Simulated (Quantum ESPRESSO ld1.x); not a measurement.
Values are calculated unless marked as measured or tabulated.
Q: Pb+, 81 electrons, occupied as [Hg] 6p1. Level of theory: scalar-relativistic Kohn-Sham, PBE, spin-unpolarised, spherical densities, point nucleus (ld1.x of Quantum ESPRESSO 7.5). Some entries of the table are withheld. Estimate them.

orbital  occ.  eigenvalue (hartree)  <r> (bohr)  <r^2> (bohr^2)
1s          2                   (1)     0.01604       0.0003570
2s          2             -579.6123     0.06758             (2)
2p          6             -497.1061     0.06144        0.004618
3s          2             -139.3526      0.1745         0.03484
3p          6             -115.7013      0.1765             (3)
3d         10              -91.6080      0.1599         0.02993
4s          2              -31.7698      0.3842          0.1665
4p          6              -24.0209      0.4100             (4)
4d         10                   (5)      0.4310          0.2143
5s          2               -5.5808      0.8535          0.8161
4f         14               -5.1669      0.4539          0.2467
5p          6               -3.4375      0.9771           1.077
5d         10               -1.0603       1.300             (6)
6s          2               -0.7066       2.245           5.690
6p          1               -0.3622       3.015           10.37

A: 
(1) 1s eigenvalue (hartree): -3239.3192
(2) 2s <r^2> (bohr^2): 0.005417
(3) 3p <r^2> (bohr^2): 0.03612
(4) 4p <r^2> (bohr^2): 0.1909
(5) 4d eigenvalue (hartree): -15.0599
(6) 5d <r^2> (bohr^2): 1.967
